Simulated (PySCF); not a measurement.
A mixed set of molecules.

All values: CAM-B3LYP/def2-SVPD (PySCF) at GFN2-xTB geometries, gas phase, one conformer each. Core orbitals are frozen in the response; Δα² is half the sum of the squared differences of the principal polarisabilities.

(1) Rank by dipole moment, highest first.
A. `[CH2:1]=[CH:2][c:3]1[cH:4][n:5][n:6]([CH3:7])[n:8]1` with C1–C2–C3–C4 180°
B. `[F:1][C@@H:2]1[CH2:3][SiH2:4][C@@H:5]([F:6])[CH2:7]1` with F1–C2–C3–Si4 -159°, C2–C3–Si4–C5 14°, C3–Si4–C5–F6 -104°, Si4–C5–C7–C2 -36°
C. `[F:1][C@@H:2]1[CH2:3][CH2:4][SiH2:5][C@@H:6]1[F:7]` with F1–C2–C3–C4 -65°, C2–C3–C4–Si5 -32°, C3–C4–Si5–C6 4°, C4–Si5–C6–F7 145°
D. chlorine monofluoride (`FCl`)
E. `[CH3:1][CH2:2][C:3]1=[CH:4][C:5]([Cl:6])=[CH:7][CH2:8]1` with C1–C2–C3–C4 108°

(2) Rank by HOMO–LUMO gap, highest first.
A. `FCl` (ClF)
B. `CCC1=CC(Cl)=CC1` (C7H9Cl)
C. `F[C@@H]1CC[SiH2][C@@H]1F` (C4H8F2Si)
D. `F[C@@H]1C[SiH2][C@@H](F)C1` (C4H8F2Si)
E. `n1n(C)ncc1C=C` (C5H7N3)

(3) Rank by mean static polarisability, lowest first.
A. `CCC1=CC(Cl)=CC1` (C7H9Cl)
B. `FCl` (ClF)
C. `C=Cc1cnn(C)n1` (C5H7N3)
D. `F[C@@H]1C[SiH2][C@@H](F)C1` (C4H8F2Si)

Results:

(1) C (3.26 D), E (2.58 D), B (2.00 D), D (1.14 D), A (0.55 D).

(2) D (10.80 eV), C (10.54 eV), A (8.63 eV), E (8.21 eV), B (7.93 eV).

(3) B (2.73 Å³), D (10.62 Å³), C (12.09 Å³), A (13.95 Å³).

All values together:

| SMILES | formula | μ (D) | HOMO (eV) | LUMO (eV) | α (Å³) | Δα (Å³) | electrons | α per electron (Å³) |
| --- | --- | --- | --- | --- | --- | --- | --- | --- |
| F[C@@H]1C[SiH2][C@@H](F)C1 | C4H8F2Si | 2.00 | -9.76 | 1.04 | 10.62 | 1.82 | 64 | 0.166 |
| CCC1=CC(Cl)=CC1 | C7H9Cl | 2.58 | -7.56 | 0.37 | 13.95 | 6.94 | 68 | 0.205 |
| C=Cc1cnn(C)n1 | C5H7N3 | 0.55 | -7.98 | 0.23 | 12.09 | 7.89 | 58 | 0.209 |
| FCl | ClF | 1.14 | -11.27 | -2.64 | 2.73 | 1.11 | 26 | 0.105 |
| F[C@@H]1CC[SiH2][C@@H]1F | C4H8F2Si | 3.26 | -9.52 | 1.02 | 10.60 | 1.67 | 64 | 0.166 |

Conformers: `[F:1][C@@H:2]1[CH2:3][SiH2:4][C@@H:5]([F:6])[CH2:7]1` with F1–C2–C3–Si4 -159°, C2–C3–Si4–C5 14°, C3–Si4–C5–F6 -104°, Si4–C5–C7–C2 -36°; `[CH3:1][CH2:2][C:3]1=[CH:4][C:5]([Cl:6])=[CH:7][CH2:8]1` with C1–C2–C3–C4 108°; `[CH2:1]=[CH:2][c:3]1[cH:4][n:5][n:6]([CH3:7])[n:8]1` with C1–C2–C3–C4 180°; `[F:1][C@@H:2]1[CH2:3][CH2:4][SiH2:5][C@@H:6]1[F:7]` with F1–C2–C3–C4 -65°, C2–C3–C4–Si5 -32°, C3–C4–Si5–C6 4°, C4–Si5–C6–F7 145°.
